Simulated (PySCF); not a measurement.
# Correlation energy of Sc³⁺ (scandium, charge +3)

Starting occupation: [Ar]. Computed with PySCF 2.14 in x2c-TZVPPall-2c with one added diffuse shell each of s, p, d, f type (7s8p5d3f1g, 86 functions), with X2C-1e with screened-nucleus spin-orbit coupling, Gaussian nucleus. Frozen: 1s2; 16 electrons correlated.

MP2 pair energies summed by pair of shells (mhartree):

```tsv
pair	energy	share (%)
3p3/2-3p3/2	-66.90	28.4
3p1/2-3p3/2	-64.94	27.6
3p1/2-3p1/2	-17.20	7.3
2p1/2-2p3/2	-15.37	6.5
3p3/2-3s1/2	-13.84	5.9
2p3/2-2p3/2	-13.01	5.5
2p3/2-3p3/2	-8.28	3.5
3p1/2-3s1/2	-6.89	2.9
3s1/2-3s1/2	-6.89	2.9
2p3/2-3p1/2	-4.82	2.0
2p1/2-3p3/2	-4.66	2.0
2p1/2-2p1/2	-2.77	1.2
2p3/2-2s1/2	-1.96	0.8
2p1/2-3p1/2	-1.78	0.8
2s1/2-3p3/2	-1.57	0.7
2p3/2-3s1/2	-1.25	0.5
2p1/2-2s1/2	-0.99	0.4
2s1/2-3p1/2	-0.80	0.3
2p1/2-3s1/2	-0.61	0.3
2s1/2-3s1/2	-0.57	0.2
2s1/2-2s1/2	-0.55	0.2
```

Total MP2 correlation energy: -235.66 mhartree.

The virtual space was cut to 102 spinors, which keep -235.65 of the -235.66 mhartree of MP2 correlation.

```
  level  correlation energy (mhartree)
   CCSD                        -252.17
    (T)                          -3.09
CCSD(T)                        -255.26
```

Diagnostics: T1 = 0.00058, largest double amplitude 0.046.

Q: Is a single reference adequate?

A: Yes: T1 lies below 0.03 and no double amplitude reaches 0.07.

This basis was not built for core-valence correlation, so the inner-shell part is incomplete.
